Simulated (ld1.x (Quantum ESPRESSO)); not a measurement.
## Varying the TM semilocal potential for Ag (Z = 47)

Base potential:

silver (Ag), norm-conserving Troullier–Martins (semilocal form), made with ld1.x (Quantum ESPRESSO) 7.5 (LDA (PZ), scalar-relativistic). Core [Kr], reference 4d10 5s0.75 5p0.25. Waves: 5p (bound): rc 3.90 bohr; 4d (bound): rc 1.15 bohr; 5s (bound): rc 2.45 bohr. Local part: the s channel. Core correction: Bessel-smoothed model core inside 1.05 bohr.

Cutoffs, loose and tight: the cutoffs (Ry, on a coarse ladder) from which the occupation-weighted sum of valence levels, in a spherical-Bessel basis at the reference potential, stays within 10 and 1 mRy of its value at 400 Ry. They do not see the model core or the augmentation charge, which bear on the density cutoff. Test errors are all-electron minus pseudo excitation energies from the reference, over the configurations 4d10 5s1 5p0; 4d10 5s0 5p0; 4d9 5s0 5p0; 4d10 5s0.5 5p0; 4d9 5s1 5p0; 4d8 5s0 5p0; 4d7 5s0 5p0 (two spin-polarised tests are not counted in the largest error). A dash means not determined; rows that change the core or the reference have their own tests.

A semilocal file is local in each channel, so a ghost entry of none says nothing of the separable form that plane-wave codes build from it.

```csv
change,outcome,"cutoff, loose","cutoff, tight",bound ghosts,largest test error (meV)
base,generated,80 Ry,100 Ry,none,-835
wave 4d (bound): rc 1.15 bohr becomes 4d (bound): rc 0.80 bohr,generated,300 Ry,300 Ry,none,-776
wave 4d (bound): rc 1.15 bohr becomes 4d (bound): rc 0.90 bohr,generated,180 Ry,300 Ry,none,-808
wave 4d (bound): rc 1.15 bohr becomes 4d (bound): rc 1.04 bohr,generated,100 Ry,140 Ry,none,-829
wave 4d (bound): rc 1.15 bohr becomes 4d (bound): rc 1.24 bohr,generated,80 Ry,90 Ry,none,-838
wave 4d (bound): rc 1.15 bohr becomes 4d (bound): rc 1.38 bohr,generated,80 Ry,100 Ry,none,-842
wave 4d (bound): rc 1.15 bohr becomes 4d (bound): rc 1.74 bohr,generated,60 Ry,90 Ry,none,-878
```

**Question.** What comes out with this change to the base: wave 4d (bound): rc 1.15 bohr becomes 4d (bound): rc 1.52 bohr?

**Answer.** outcome: generated; cutoff, loose: 70 Ry; cutoff, tight: 100 Ry; bound ghosts: none; largest test error (meV): -852.

Reading the sweep of the d radius (base included, trends over the rows without a ghost): The loose cutoff falls from 300 Ry at 0.8 to 60 Ry at 1.74 bohr. A larger radius leaves more room for a smooth pseudo-wave, so fewer plane waves are needed; a smaller one forces it to follow the all-electron wave where it bends sharply. The median size of the test errors (rows with all tests solved) rises from 31.3 meV at 0.8 to 45.7 meV at 1.74 bohr. More of the atom is replaced by a form fitted at one configuration, so other configurations suffer as the radius grows.
